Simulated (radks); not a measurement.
Spherical quantum dot in the effective-mass picture: electrons in a parabolic well V = omega^2 r^2 / 2 with omega = 0.45, all in effective atomic units (hartree* = m*/eps^2 hartree, bohr* = eps/m* bohr), one dielectric constant everywhere. Calculated with a radial shooting solver with Libxc functionals: non-relativistic Kohn-Sham, r2SCAN, spin-polarised, spherical densities, generalised Kohn-Sham scheme. Levels are named by radial order and angular momentum (1s, 1p, 1d, 2s, ...), and open shells are averaged over m. Results are scaled to m* = 0.032 and eps = 16.1, for which hartree* = 3.359 meV and bohr* = 26.62 nm.

N = 5, configuration 1s2 1p(up 3, down 0). This is the lowest configuration that the search found. Occupied and some empty levels:

level,occupation,eigenvalue (meV),<r> (nm)
1s up,1,7.6648,57.75
1s down,1,7.9877,54.77
1p up,3,8.6432,70.06
1p down,0,9.0508,69.69
1d up,0,9.8344,79.98
2s up,0,10.206,71.09
1d down,0,10.240,80.02
2s down,0,10.378,70.18
1f up,0,11.161,88.58
1f down,0,11.564,88.32

Energy (meV): total 27.6745, kinetic 5.7105, external 11.211, Hartree 15.516, exchange-correlation -4.7630.
